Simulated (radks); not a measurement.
The numbers below are computed, except where a source is named.
Cl I, 17 electrons, occupied as [Ne] 3s2 3p5. Level of theory: scalar-relativistic Kohn-Sham, PBEsol, spin-unpolarised, spherical densities, point nucleus (a radial shooting solver on a logarithmic mesh with Libxc functionals).

Normalised radial functions P(r) = r R(r), r in bohr:

r              2s
0.00378    0.1383
0.005418   0.1922
0.007828   0.2655
0.01131    0.3596
0.01634    0.4733
0.02361    0.5962
0.03384    0.6996
0.0489     0.7370
0.07065    0.6270
0.1021     0.2858
0.1475    -0.3077
0.2114    -0.9998
0.3054    -1.5019
0.4413    -1.4804
0.6376    -0.9675
0.9212    -0.3873
1.32      -0.0860
1.908     -0.0079
2.756     -0.0002
3.983     0.0000
5.754     0.0000

2s: eigenvalue -252.19 eV, 1 radial node at r = 0.124 bohr, <r> = 0.445 bohr, 90 % of the charge inside 0.696 bohr.
